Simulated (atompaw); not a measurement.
## Logarithmic derivatives: S (Z = 16), PAW (atompaw)

```json
{
 "Element": "sulfur (S)",
 "Generator": "atompaw 4.2.0.5",
 "Type": "PAW",
 "Functional": "PBEsol",
 "Relativity": "scalar-relativistic",
 "Frozen core": "[He]",
 "Valence charge": "14",
 "Reference configuration": "2s2 2p6 3s2 3p3.5 (charge +0.5)",
 "Partial waves": "2s (bound): rc 0.65 bohr; 3s (bound): rc 0.75 bohr; 2p (bound): rc 0.45 bohr; 3p (bound): rc 0.75 bohr",
 "Local potential": "bessel scheme, radius 0.70 bohr",
 "Core correction": "smooth core density matched at 0.40 bohr",
 "Augmentation charge": "gaussian compensation charge, radius 0.65 bohr; PAW radius 0.75 bohr; waves and projectors: custom rrkj gramschmidtortho"
}
```

The phase is arctan(r·u′/u) with u = r·R(r), unwrapped; energies in Ry, scanned from -18 to 5 Ry. A pole is an energy at which the radial function vanishes at the test radius. The pseudo phase is shifted by a multiple of π to meet the all-electron one at the reference energy, and phase errors are pseudo minus all-electron; the curves can meet again beyond the range given. Levels narrower than the energy grid can be missing from the lists of poles.

Task: For each channel, where are the poles, and over which energies does the pseudopotential scatter like the atom?

Result:

```tsv
channel	radius (bohr)	reference energy (Ry)	poles, all-electron	poles, pseudo	unbroken range about the reference energy with phases within 0.05 rad	phase error 1 Ry above the reference energy (rad)
s	0.75	-1.63	-10.91	-10.91	the whole range	+0.000
p	0.75	-0.86	-8.19	-8.18	the whole range	+0.000
```

Phases in the s channel:

| E (Ry) | all-electron | pseudo |
| --- | --- | --- |
| -18.00 | -0.413 | -0.413 |
| -17.04 | -0.821 | -0.821 |
| -16.08 | -1.091 | -1.091 |
| -15.12 | -1.261 | -1.261 |
| -14.16 | -1.373 | -1.373 |
| -13.20 | -1.452 | -1.452 |
| -12.24 | -1.510 | -1.510 |
| -11.28 | -1.556 | -1.556 |
| -10.32 | -1.592 | -1.593 |
| -9.36 | -1.623 | -1.623 |
| -8.40 | -1.650 | -1.650 |
| -7.44 | -1.673 | -1.673 |
| -6.48 | -1.694 | -1.694 |
| -5.52 | -1.714 | -1.714 |
| -4.56 | -1.732 | -1.732 |
| -3.60 | -1.750 | -1.750 |
| -2.64 | -1.767 | -1.767 |
| -1.68 | -1.784 | -1.784 |
| -0.72 | -1.801 | -1.801 |
| 0.24 | -1.818 | -1.818 |
| 1.20 | -1.836 | -1.836 |
| 2.16 | -1.855 | -1.855 |
| 3.12 | -1.875 | -1.875 |
| 4.08 | -1.895 | -1.896 |
